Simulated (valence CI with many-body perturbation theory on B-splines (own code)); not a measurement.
**E1 transitions of Bi LII**

Computed by configuration interaction combined with many-body perturbation theory (CI+MBPT): four valence electrons over a frozen Dirac-Fock core [Ar] 3d10, radial functions for each j: 11 s, 11 p, 9 d, 7 f, 5 g, 2 h, 1 i, with the one-electron correlation potential Σ1, the two-electron term Σ2, the three-electron term Σ3, Breit, model QED; selected CI, second order for the rest (own B-spline code, finite nucleus).

No measured spectrum was set against this ion. As an estimate, large intervals hold to a few tenths of a per cent, small ones and those within an open d or f shell to about a per cent.

Lines 201 to 238 of 238 in falling wavelength, among levels below 741.97 eV, chosen from the strongest by gf and those to the six lowest levels. Wavelengths and rates use the calculated energies. Electric multipoles are in the length gauge, E1 and E2 with the static RPA response of the core. Weak lines are less certain than strong ones. Lines between different terms over intervals too small for the method are left out, as are lines whose strength nearly cancels. Where a level lies close to another of its J and parity, the split of strength between their lines is uncertain. The highest levels of a list are the least certain.

Levels are named by their leading jj configuration (3d3/2^4 stands for four electrons in 3d with j = 3/2), which in mixed levels can hold well under half, so a name can repeat and another be missing. Letters in brackets count levels of one name in rising energy.

| λ vac (Å) | Upper | Lower | A (s⁻¹) | S (a.u.) with core polarisation | S without |
| --- | --- | --- | --- | --- | --- |
| 32.53 | (4s 4p1/2 4p3/2 4d3/2) J=2 [d] | (4s 4p1/2^2 4p3/2) J=1 | 1.69e+12 | 1.44e-01 | 1.52e-01 |
| 31.62 | (4s 4p1/2 4p3/2 4d3/2) J=1 [d] | (4s 4p1/2^2 4p3/2) J=2 | 4.39e+09 | 2.05e-04 | 2.16e-04 |
| 31.57 | (4s 4p1/2 4p3/2 4d5/2) J=1 [a] | (4s 4p1/2^2 4p3/2) J=1 | 4.74e+11 | 2.21e-02 | 2.33e-02 |
| 31.35 | (4s 4p1/2 4p3/2 4d5/2) J=2 [b] | (4s 4p1/2^2 4p3/2) J=1 | 1.11e+11 | 8.48e-03 | 8.95e-03 |
| 31.18 | (4s 4p1/2 4p3/2 4d5/2) J=2 [a] | (4s 4p1/2^2 4p3/2) J=2 | 5.12e+10 | 3.83e-03 | 4.04e-03 |
| 31.12 | (4s 4p1/2 4p3/2 4d3/2) J=2 [d] | (4s 4p1/2^2 4p3/2) J=2 | 1.51e+10 | 1.12e-03 | 1.19e-03 |
| 30.79 | (4s^2 4p3/2 4d5/2) J=2 | (4s^2 4p1/2 4p3/2) J=2 | 1.85e+08 | 1.33e-05 | 1.41e-05 |
| 30.70 | (4s 4p1/2 4p3/2 4d5/2) J=1 [b] | (4s 4p1/2^2 4p3/2) J=1 | 3.23e+10 | 1.38e-03 | 1.46e-03 |
| 30.64 | (4s 4p1/2 4p3/2 4d5/2) J=3 [a] | (4s 4p1/2^2 4p3/2) J=2 | 1.30e+11 | 1.29e-02 | 1.36e-02 |
| 30.41 | (4s^2 4p3/2 4d5/2) J=2 | (4s^2 4p1/2 4p3/2) J=1 | 4.26e+09 | 2.96e-04 | 3.13e-04 |
| 30.24 | (4s 4p1/2 4p3/2 4d5/2) J=1 [a] | (4s 4p1/2^2 4p3/2) J=2 | 3.23e+09 | 1.32e-04 | 1.40e-04 |
| 30.23 | (4s 4p1/2 4p3/2 4d5/2) J=3 [b] | (4s 4p1/2^2 4p3/2) J=2 | 1.46e+11 | 1.39e-02 | 1.47e-02 |
| 30.17 | (4s 4p1/2 4p3/2 4d5/2) J=1 [c] | (4s 4p1/2^2 4p3/2) J=1 | 1.98e+09 | 8.04e-05 | 8.52e-05 |
| 30.10 | (4s 4p1/2 4p3/2 4d5/2) J=0 | (4s 4p1/2^2 4p3/2) J=1 | 3.32e+11 | 4.47e-03 | 4.72e-03 |
| 30.07 | (4s 4p1/2 4p3/2 4d5/2) J=2 [c] | (4s 4p1/2^2 4p3/2) J=1 | 2.64e+07 | 1.77e-06 | 1.85e-06 |
| 30.04 | (4s 4p1/2 4p3/2 4d5/2) J=2 [b] | (4s 4p1/2^2 4p3/2) J=2 | 5.08e+10 | 3.40e-03 | 3.59e-03 |
| 29.76 | (4s 4p1/2 4p3/2 4d5/2) J=2 [d] | (4s 4p1/2^2 4p3/2) J=1 | 1.03e+10 | 6.72e-04 | 7.10e-04 |
| 29.63 | (4s^2 4p3/2 4d5/2) J=3 | (4s^2 4p1/2 4p3/2) J=2 | 2.42e+10 | 2.17e-03 | 2.29e-03 |
| 29.60 | (4s 4p1/2 4p3/2 4d5/2) J=3 [c] | (4s 4p1/2^2 4p3/2) J=2 | 1.59e+10 | 1.43e-03 | 1.51e-03 |
| 29.44 | (4s 4p1/2 4p3/2 4d5/2) J=1 [b] | (4s 4p1/2^2 4p3/2) J=2 | 2.48e+10 | 9.38e-04 | 9.90e-04 |
| 29.38 | (4s^2 4p3/2 4d5/2) J=1 | (4s^2 4p1/2 4p3/2) J=2 | 1.48e+10 | 5.56e-04 | 5.84e-04 |
| 29.04 | (4s^2 4p3/2 4d5/2) J=1 | (4s^2 4p1/2 4p3/2) J=1 | 7.37e+09 | 2.67e-04 | 2.82e-04 |
| 28.96 | (4s 4p1/2 4p3/2 4d5/2) J=1 [c] | (4s 4p1/2^2 4p3/2) J=2 | 5.16e+08 | 1.85e-05 | 1.92e-05 |
| 28.86 | (4s 4p1/2 4p3/2 4d5/2) J=2 [c] | (4s 4p1/2^2 4p3/2) J=2 | 5.25e+09 | 3.11e-04 | 3.28e-04 |
| 28.75 | (4s 4p1/2 4p3/2 4d5/2) J=3 [d] | (4s 4p1/2^2 4p3/2) J=2 | 2.85e+10 | 2.34e-03 | 2.47e-03 |
| 28.58 | (4s 4p1/2 4p3/2 4d5/2) J=2 [d] | (4s 4p1/2^2 4p3/2) J=2 | 6.77e+10 | 3.90e-03 | 4.12e-03 |
| 25.77 | (4s 4p3/2^3) J=2 | (4s^2 4p1/2 4p3/2) J=2 | 1.49e+09 | 6.31e-05 | 6.63e-05 |
| 25.50 | (4s 4p3/2^3) J=2 | (4s^2 4p1/2 4p3/2) J=1 | 2.90e+09 | 1.19e-04 | 1.25e-04 |
| 25.41 | (4s 4p1/2 4p3/2^2) J=1 [a] | (4s^2 4p1/2^2) J=0 | 5.97e+09 | 1.45e-04 | 1.53e-04 |
| 25.22 | (4s 4p1/2 4p3/2^2) J=1 [b] | (4s^2 4p1/2^2) J=0 | 2.26e+08 | 5.37e-06 | 5.58e-06 |
| 24.86 | (4s 4p3/2^3) J=1 | (4s^2 4p1/2 4p3/2) J=2 | 2.92e+09 | 6.65e-05 | 6.99e-05 |
| 24.61 | (4s 4p3/2^3) J=1 | (4s^2 4p1/2 4p3/2) J=1 | 5.65e+07 | 1.25e-06 | 1.34e-06 |
| 22.46 | (4s^2 4p3/2 4d3/2) J=1 | (4s^2 4p1/2^2) J=0 | 2.48e+07 | 4.16e-07 | 4.51e-07 |
| 22.42 | (4s 4p1/2^2 4f5/2) J=2 | (4s^2 4p1/2 4p3/2) J=2 | 4.50e+08 | 1.25e-05 | 1.31e-05 |
| 22.39 | (4s 4p1/2^2 4f5/2) J=3 | (4s^2 4p1/2 4p3/2) J=2 | 1.05e+08 | 4.09e-06 | 4.30e-06 |
| 22.21 | (4s 4p1/2^2 4f5/2) J=2 | (4s^2 4p1/2 4p3/2) J=1 | 1.50e+08 | 4.05e-06 | 4.25e-06 |
| 20.67 | (4s^2 4p3/2 4d5/2) J=1 | (4s^2 4p1/2^2) J=0 | 2.70e+09 | 3.52e-05 | 3.73e-05 |
| 18.32 | (4s 4p3/2^3) J=1 | (4s^2 4p1/2^2) J=0 | 6.14e+07 | 5.59e-07 | 5.90e-07 |
